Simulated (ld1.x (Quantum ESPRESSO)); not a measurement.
# Reading a pseudo-wave (sulfur (S))

Columns: radius, all-electron u(r) and pseudo u(r) of the 3p shell (level -7.11 eV) of sulfur in the configuration [Ne] 3s2 3p4; LDA (PZ), scalar-relativistic, TM scheme, ld1.x (Quantum ESPRESSO) 7.5.

| r (bohr) | all-electron | pseudo |
| --- | --- | --- |
| 0.078 | 0.1178 | -0.0118 |
| 0.155 | 0.2609 | -0.0439 |
| 0.232 | 0.3293 | -0.0897 |
| 0.310 | 0.3219 | -0.1404 |
| 0.388 | 0.2594 | -0.1869 |
| 0.465 | 0.1653 | -0.2241 |
| 0.542 | 0.0555 | -0.2533 |
| 0.620 | -0.0601 | -0.2795 |
| 0.698 | -0.1724 | -0.3088 |
| 0.775 | -0.2754 | -0.3466 |
| 0.852 | -0.3680 | -0.3961 |
| 0.930 | -0.4500 | -0.4567 |
| 1.008 | -0.5199 | -0.5205 |
| 1.085 | -0.5774 | -0.5774 |
| 1.162 | -0.6240 | -0.6240 |
| 1.240 | -0.6610 | -0.6610 |
| 1.318 | -0.6886 | -0.6886 |
| 1.395 | -0.7078 | -0.7078 |
| 1.472 | -0.7199 | -0.7199 |
| 1.550 | -0.7259 | -0.7259 |
| 1.628 | -0.7265 | -0.7265 |
| 1.705 | -0.7226 | -0.7226 |
| 1.782 | -0.7150 | -0.7150 |
| 1.860 | -0.7042 | -0.7042 |
| 1.938 | -0.6908 | -0.6908 |
| 2.015 | -0.6756 | -0.6756 |

Problem. How many radial nodes do the two functions have?

Solution. The all-electron 3p function has n − l − 1 = 1; the pseudo-wave has 0, since the states of the same l below it are removed with the core.

Problem. At about which radius was the pseudo-wave matched?

Solution. 1.10 bohr, where the columns begin to agree (steps of 0.08 bohr).

Problem. Is the pseudo-wave norm-conserving?

Solution. Yes: the TM scheme keeps the norm inside the radius equal to the all-electron one, which fixes the energy derivative of the logarithmic derivative at the level.
